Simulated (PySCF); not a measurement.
**Structure elucidation problem**

The spectra below were simulated for a compound C₆H₁₃NOSi.

1H NMR (600 MHz, computed): δ 6.36 (m, 1H), 5.92 (m, 1H), 4.92 (br, 1H), 4.19 (d, 3H), 3.06 (d, 3H), 2.79 (m, 1H), 1.27 (d, 3H).

13C{1H} NMR (computed): δ 170.9 (C), 165.6 (CH), 127.5 (CH), 53.9 (CH), 26.8 (CH3), 17.1 (CH3).

PySCF 2.14.0 with density-fitted response routines calculation with PBE0/pcSseg-1 with gauge-including orbitals and structure optimised with GFN2-xTB; in vacuum, relativity neglected, one computed conformer, rapidly exchanging positions averaged.

δ = σ(ref) − σ, references computed at the same level: 1H (σref 31.72), 13C (σref 186.93) against TMS.

Q: Propose a structure and justify it.

A: 
Rings plus π bonds: 2 (no ring in the answer). 6 carbon signals for 6 carbons: no two carbons are equivalent. Carbon types of the structure: 1 × C, 3 × CH, 2 × CH3, leaving 4 H on heteroatoms. δC 170.9: amide carbonyl carbon; lone-pair donation from the attached heteroatom keeps it upfield of a ketone carbonyl. δC 165.6, 127.5: alkene CH. δC 26.8: methyl carbon bonded to N; the inductive effect lowers its shielding. δC 17.1: methyl carbon; a saturated carbon with 1 carbon neighbour and no heteroatom attached. δH 4.92: hydrogen on an amide-type nitrogen; exchangeable, gas-phase position. δH 3.06: hydrogen on a methyl carbon bonded to N; its carbon carries N, which withdraws density. δH 2.79: hydrogen on an sp3 CH α to a carbonyl; α to C=O.

Structure: SMILES CNC(=O)[C@@H](C)/C=C/[SiH3].

The shifts were computed for this structure.

OH and NH positions are those of a molecule without intermolecular hydrogen bonds; in solution they move with solvent, concentration and temperature, and exchange usually removes their couplings. Amide-type NH protons are broadened by 14N but still split neighbouring CH signals. Shifts are as computed. Against solution values, carbons near 30 ppm lie about +3 ppm off and those near 130 ppm about +5 ppm. Of 1309 compounds with measured shifts, 239 miss one by over three times the rms of a fit or turn the order of signals round; such compounds aren't used in these exercises. Hydrogen bonding in solution deshields acid and N–H amide carbonyl carbons by as much as 10 ppm beyond these values. No couplings were computed; multiplicities are counted from neighbouring protons, with m where these are inequivalent, close in shift, in a saturated or five-membered ring or joined by F or P, and br s for small geminal =CH2 splittings.
